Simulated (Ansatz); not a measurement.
Na4Li, relaxed as a doublet with UKS PBE/def2-TZVP in Ansatz, starting from the GFN1-xTB geometry. Force threshold 0.02 eV/Å.

The relaxation made no stability test and no search for a lower SCF solution. The structure comes from a short search, and lower isomers may exist.

Start:

```xyz
5

Li    2.267   -1.426   -0.869
Na    0.250    0.103    2.751
Na   -3.197   -0.065   -1.811
Na   -0.819   -0.010   -0.114
Na    1.499    1.397    0.044
```

Task: Estimate the energy that the relaxation releases and the steps that it takes.

Result: 1.01 eV, in 22 steps; 40 s on 4 threads of Arm Neoverse V2 on a shared host. The force fell under the threshold at step 21, but the optimiser went on. No frequencies were taken in this run, so the end may be a saddle point.

Task: Does the start keep its bonding?

Result: Bonds lost: Na4–Na5 (atoms count from 1). Bonds formed: Li1–Na2, Li1–Na3 (atoms count from 1). The end is the same structure that another start reached, the lowest one found.

Task: Predict the relaxed structure.

Result: 
| atom | x (Å) | y (Å) | z (Å) |
| --- | --- | --- | --- |
| Li1 | 0.3646 | -0.0065 | -0.7641 |
| Na2 | 0.8109 | 0.4285 | 2.3582 |
| Na3 | -2.1699 | -0.7345 | -2.5328 |
| Na4 | -2.3421 | -0.4177 | 0.8668 |
| Na5 | 3.3365 | 0.7302 | 0.0720 |
Bond lengths (bridged metal pairs left out): 4 × Li–Na 3.17 to 3.19 Å; 3 × Na–Na 3.42 to 3.59 Å.
